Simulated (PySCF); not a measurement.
## Correlation energy of La⁺ (lanthanum, charge +1)

[Xe] 5d1 6s1, high-spin 3D determinant (an excited configuration). Calculation: PySCF 2.14, in def2-QZVPPD with the def2 core potential (46 electrons) (7s5p4d3f2g, 81 functions); a scalar-relativistic core potential. Frozen: nothing; 10 electrons correlated.

| level | correlation energy (mhartree) |
| --- | --- |
| CCSD | -222.44 |
| (T) | -7.59 |
| CCSD(T) | -230.03 |

Diagnostics: T1 = 0.039, D1 = 0.1719, largest double amplitude 0.029.

Spin-orbit coupling, absent here, splits the open shell strongly. T1 exceeds 0.03, a sign that the reference determinant is poor.

Cost of the coupled-cluster step: about 30 core-seconds, for 10 correlated electrons.

Iterations:

```
CC2 = 0
CCSD nocc = (np.int64(6), np.int64(4)), nmo = (81, 81)
frozen orbitals [[], []]
max_cycle = 100
direct = 0
conv_tol = 1e-08
conv_tol_normt = 1e-06
diis_space = 8
diis_start_cycle = 0
Init t2, MP2 energy = -0.207631501206846
Init E_corr(UCCSD) = -0.207631501274584
cycle = 1  E_corr(UCCSD) = -0.217719590926565  dE = -0.0100880897  norm(t1,t2) = 0.0468404
cycle = 2  E_corr(UCCSD) = -0.221525953451761  dE = -0.00380636253  norm(t1,t2) = 0.0135419
cycle = 3  E_corr(UCCSD) = -0.222652669768581  dE = -0.00112671632  norm(t1,t2) = 0.0060058
cycle = 4  E_corr(UCCSD) = -0.222630831926396  dE = 2.18378422e-05  norm(t1,t2) = 0.00291049
cycle = 5  E_corr(UCCSD) = -0.222620722396135  dE = 1.01095303e-05  norm(t1,t2) = 0.00290747
cycle = 6  E_corr(UCCSD) = -0.222529513738847  dE = 9.12086573e-05  norm(t1,t2) = 0.00292286
cycle = 7  E_corr(UCCSD) = -0.22244353018688  dE = 8.5983552e-05  norm(t1,t2) = 0.00197216
cycle = 8  E_corr(UCCSD) = -0.222443746913082  dE = -2.16726202e-07  norm(t1,t2) = 0.000558743
cycle = 9  E_corr(UCCSD) = -0.2224416534046  dE = 2.09350848e-06  norm(t1,t2) = 0.000181819
cycle = 10  E_corr(UCCSD) = -0.222441311917269  dE = 3.41487331e-07  norm(t1,t2) = 6.0889e-05
cycle = 11  E_corr(UCCSD) = -0.222441095084093  dE = 2.16833176e-07  norm(t1,t2) = 1.5658e-05
cycle = 12  E_corr(UCCSD) = -0.222441335770514  dE = -2.40686421e-07  norm(t1,t2) = 4.06449e-06
cycle = 13  E_corr(UCCSD) = -0.222441291441299  dE = 4.43292158e-08  norm(t1,t2) = 1.26604e-06
cycle = 14  E_corr(UCCSD) = -0.222441290937216  dE = 5.04082415e-10  norm(t1,t2) = 3.20859e-07
UCCSD converged
E(UCCSD) = -31.13237193087139  E_corr = -0.2224412909372162
UCCSD(T) correction = -0.00759365441055703
```

The basis has no tight functions for the innermost shells, so their pair energies are far from complete.
